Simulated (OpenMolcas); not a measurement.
**Co2+: moving the ligands**

Co2+ with 3 ligands (water) in trigonal planar coordination (D3h) at 1.91 Å. Ligand basis ANO-RCC-VDZP.
```
Co    0.0000    0.0000    0.0000
O     1.9100    0.0000    0.0000
H     2.4870    0.7797    0.0000
H     2.4870   -0.7797    0.0000
O    -0.9550    1.6541    0.0000
H    -0.5682    2.5437    0.0000
H    -1.9188    1.7639    0.0000
O    -0.9550   -1.6541    0.0000
H    -1.9188   -1.7639    0.0000
H    -0.5682   -2.5437    0.0000
```

```json
{
  "Program": "OpenMolcas 26.06",
  "Method": "CASSCF",
  "Basis": "ANO-RCC-VDZP [5s4p2d1f]",
  "Scalar Hamiltonian": "DKH2, point nucleus",
  "Active space": "7 electrons in 5 orbitals (3d)",
  "State averaging": "2S+1 = 4 even, 10 roots; 2S+1 = 2 even, 40 roots",
  "Spin-orbit coupling": "state interaction with AMFI integrals over the reference wave functions"
}
```

Runs around this geometry, states. Energies in cm-1 above the lowest state or level, χT in cm3 K/mol.

| R (Å) | Ground state | First state of that spin | First gap with spin-orbit (degeneracies) | χT at 300 K | First state of another spin |
| --- | --- | --- | --- | --- | --- |
| 1.87 | 2S+1 = 4 | 1038 | 170.3 (2, 2) | 4.111 | 2S+1 = 2: 18635 |
| 1.91 | 2S+1 = 4 | 1005 | 171.1 (2, 2) | 4.171 | 2S+1 = 2: 18707 |
| 2.04 | 2S+1 = 4 | 845.0 | 171.5 (2, 2) | 4.415 | 2S+1 = 2: 18834 |

Without dynamic correlation the repulsion within the d shell is too large (B by tens of per cent), so at a given field states of lower spin stand too high. Ligand-to-metal charge-transfer states are missing. With no ligand orbital active B as a rule stays too high, so bands that hang on it stand too high and its fall with covalency is understated. With metal d orbitals alone and no dynamic correlation the field as a rule comes out too small, by tens of per cent, by up to half for chloride and softer ligands, and the orbital part of g and χT, which goes as 1/10Dq, too large. No measured value stands beside these numbers; the geometry was imposed, not optimised, and the real ion may take another.

A state without a sure symmetry label is named by its multiplicity alone.
